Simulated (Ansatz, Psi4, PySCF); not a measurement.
HKO, singlet, geometry from GFN2-xTB (such geometries of metal compounds can be far from the true shape). Base run: WB97M-V/def2-TZVP in PySCF.

The PySCF input:
```python
from pyscf import gto, scf, dft

mol = gto.Mole()
mol.atom = '''
    K    -0.515992   -0.253325   -0.435053
    O     1.047786    0.444316    0.880931
    H     1.421565    1.258641    1.218564
'''
mol.basis = 'def2-tzvp'
mol.charge = 0
mol.spin = 0
mol.verbose = 4
mol.build()

mf = dft.RKS(mol)
mf.xc = 'wb97m_v'
mf.kernel()
```

The same geometry, method and basis name were run in Ansatz (an electronic-structure program) and Psi4 and PySCF, at each program's defaults and at the settings that a row names. The base is PySCF at its defaults. Differences at the defaults can come from grids, fitting, cores and function types together.

| code and settings | ΔE vs base (mEh) | basis functions | E (Eh) | SCF cycles | dipole (D) |
|---|---|---|---|---|---|
| PySCF, defaults (exact integrals, its default grid, spherical functions) | 0.000 | 70 | -675.74386 | 11 | 7.12 |
| Psi4, defaults (density fitting with its default set, its default grid, spherical functions) | ___ | 70 | ___ | 9 | 7.12 |
| Ansatz, defaults (factorised integrals, its default grid, spherical functions) | 0.014 | 70 | -675.74385 | - | - |
| PySCF, density fitting with def2-universal-jkfit | -0.034 | 70 | -675.74390 | 11 | 7.12 |
| PySCF, fine grid | 0.000 | 70 | -675.74386 | 11 | 7.12 |
| Psi4, exact integrals, spherical functions, fine grid | 0.010 | 70 | -675.74385 | 13 | 7.12 |
| Ansatz, high accuracy | -0.002 | 70 | -675.74386 | - | - |

Q: Complete the blanks.

A: 
- Psi4, defaults (density fitting with its default set, its default grid, spherical functions), ΔE vs base (mEh): 0.083
- Psi4, defaults (density fitting with its default set, its default grid, spherical functions), E (Eh): -675.74378
